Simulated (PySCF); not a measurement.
Compound: C₄H₈OSi.
Bonds: Si1–O2, O2–C3, C3–C4 (double), C4–C5, C5–C6, C4–C6. Hydrogens: H7, H8, H9 on Si1; H10 on C3; H11, H12 on C5; H13, H14 on C6.

Computed by this run: PBE0-D3(BJ)/def2-SVP geometry optimisation, gas phase in PySCF; density fitting, grid level 1; the optimiser is geomeTRIC in internal coordinates, started from a GFN2-xTB structure with every atom displaced at random (about 0.01 Å).

Step 0: E = -14183.8490 eV
```
atom  x, y, z in Å  |  force x, y, z in eV/Å
Si1     2.8724    0.5356    0.4740   -0.731   1.007   0.348
O2      1.3378    0.1529    0.0270   -1.089  -0.228  -0.081
C3      0.1323    0.2438    0.6645    4.331   1.283   1.801
C4     -0.9373   -0.1447    0.1192   -5.437  -1.708  -2.146
C5     -2.4237   -0.3212    0.2276    1.047   0.094   0.433
C6     -1.6880   -0.7188   -1.0226    0.480   0.340   0.840
H7      3.2744   -0.1832    1.6647    0.391  -0.525   0.711
H8      2.9601    1.9984    0.7658    0.155   0.071   0.008
H9      3.5572    0.1749   -0.7174    1.114  -0.295  -0.962
H10     0.1766    0.6592    1.6847   -0.132  -0.031  -0.108
H11    -2.8104   -1.0930    0.8971    0.031  -0.192   0.000
H12    -3.0417    0.5670    0.2128   -0.259   0.432  -0.107
H13    -1.5914   -1.7675   -1.2373    0.163  -0.767  -0.096
H14    -1.8256   -0.1186   -1.9022   -0.062   0.519  -0.642
```

Q: Estimate the geometry and energy of step 1. (The exact step hangs on the optimiser's Hessian estimate; all steps are aligned on step 0, rigid shifts and turns removed.)

A: E = -14184.1642 eV, largest force 0.946 eV/Å
```
atom  x, y, z in Å  |  force x, y, z in eV/Å
Si1     2.8713    0.5578    0.4557    0.124  -0.108   0.017
O2      1.3132    0.1494    0.0185    0.185  -0.007  -0.091
C3      0.1433    0.2440    0.6859   -0.788  -0.284  -0.440
C4     -1.0056   -0.1547    0.1316    0.550   0.227   0.406
C5     -2.4546   -0.3169    0.2457    0.021   0.089   0.077
C6     -1.7012   -0.7210   -1.0155   -0.033  -0.055  -0.204
H7      3.3115   -0.2170    1.6622   -0.057   0.062  -0.045
H8      2.9942    2.0184    0.7437   -0.042   0.016   0.022
H9      3.7298    0.1973   -0.7107   -0.093   0.032   0.078
H10     0.1580    0.6605    1.6986    0.092   0.045   0.084
H11    -2.8529   -1.1131    0.8850    0.001  -0.015   0.003
H12    -3.0898    0.5769    0.2028    0.007  -0.032  -0.012
H13    -1.5931   -1.7924   -1.2304    0.016   0.054   0.035
H14    -1.8312   -0.1043   -1.9153    0.016  -0.025   0.070
```

The energy changes by -0.3152 eV. The first-order estimate −F·Δx gives -0.7395 eV and the mean of the old and new forces, exact on a quadratic surface, -0.3282 eV. The step makes an angle of 67° with the force vector and moves no atom by more than 0.174 Å.

What follows is the cost of the whole optimisation. Hardware: one thread, Arm Neoverse N1 (aarch64), shared host with 64 logical CPUs at a one-minute load of 62. Cost: 72 s of wall time, 0.52 GiB resident at most.
